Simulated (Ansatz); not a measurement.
`C[N]([GeH3])[InH2]` + HCl → `[Cl][GeH3]` + `C[NH][InH2]` at 500 K and 1 bar (ligand exchange at a Ge–N bond).

Isolated molecules relaxed with PBE0-D4/def2-TZVP in Ansatz; ΔE leaves out vibrations. CCSD(T)/CBS adds triple-zeta CCSD(T) − MP2 to the extrapolated MP2 energy (def2 sets, frozen cores). This one scheme is used for every species. def2 core potentials past Kr. For Ge, In outer-core shells are correlated without core-valence functions, which leaves a few kJ/mol of doubt a bond. Scalar relativity is left out up to krypton.

```
             species  CCSD(T)/CBS energy (Eh)  H − E (kJ/mol)  S (J/(mol·K))
`C[N]([GeH3])[InH2]`              -2363.46641           260.2          456.6
                 HCl               -460.38127            32.5          201.9
        `[Cl][GeH3]`              -2537.71925            89.2          296.4
       `C[NH][InH2]`               -286.14916           209.9          370.3
```

H − E and S are ideal-gas, rigid-rotor, harmonic terms from PBE0-D4/def2-TZVP. 1 Eh = 2625.50 kJ/mol, R = 8.31446 J/(mol·K).

Problem. By hand: ΔE, ΔH, ΔS and ΔG.

Solution. ΔE = (-2537.71925) + (-286.14916) − (-2363.46641) − (-460.38127) = -0.02073 Eh = -54.4 kJ/mol. Δ(H − E) = 89.2 + 209.9 − 260.2 − 32.5 = 6.4, so ΔH = -48.0 kJ/mol. ΔS = 296.4 + 370.3 − 456.6 − 201.9 = 8.2 J/(mol·K). ΔG = -48.0 − 500 × (8.2)/1000 = -52.1 kJ/mol.

Problem. By hand: the equilibrium constant, and the temperature at which ΔG would vanish if ΔH and ΔS stayed fixed.

Solution. log₁₀ K = −ΔG/(RT ln 10) = 5.4. ΔH and −TΔS have one sign here, so there is no such temperature.

The number of gas molecules stays the same, so ΔS is small and ΔH decides. A doubt of 5 kJ/mol in ΔE shifts log₁₀ K by 0.5 here. These are equilibria of isolated gas molecules and say nothing of rates. Largest T1 diagnostic: 0.016 (customary marks: 0.02 for closed shells, 0.045 for open ones).
